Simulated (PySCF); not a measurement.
C3H8OSi2, SMILES C1[Si@@H](OC)[SiH2]C=1. Coordinates come from a PBE-D3(BJ)/def2-SVP optimisation. The structure was generated by enumeration; whether it is a known compound was not checked. Other conformers were not sampled.

Computed equilibrium geometry at PBE-D3(BJ)/def2-SVP (PySCF confirms it by a frequency run) as bond lengths and angles (one conformer of several):
Atoms: C1 O2 Si3 C4 C5 Si6 H7 H8 H9 H10 H11 H12 H13 H14. Bonds (Å): C1–O2 1.414, C1–H7 1.110, C1–H8 1.114, C1–H9 1.116, O2–Si3 1.682, Si3–C4 1.897, Si3–Si6 2.347, Si3–H10 1.514, C4–C5 1.368, C4–H11 1.107, C5–Si6 1.905, C5–H12 1.107, Si6–H13 1.509, Si6–H14 1.507. Angles (°): O2–C1–H7 108.9, O2–C1–H8 111.7, O2–C1–H9 112.4, H7–C1–H8 107.9, H7–C1–H9 108.0, H8–C1–H9 107.9, C1–O2–Si3 124.5, O2–Si3–C4 119.2, O2–Si3–Si6 118.7, O2–Si3–H10 107.3, C4–Si3–Si6 75.9, C4–Si3–H10 112.6, Si6–Si3–H10 120.8, Si3–C4–C5 103.6, Si3–C4–H11 133.1, C5–C4–H11 123.1, C4–C5–Si6 106.0, C4–C5–H12 123.3, Si6–C5–H12 130.7, Si3–Si6–C5 74.1, Si3–Si6–H13 123.0, Si3–Si6–H14 118.0, C5–Si6–H13 116.6, C5–Si6–H14 113.7, H13–Si6–H14 107.9.
Charge 0, spin multiplicity 1.
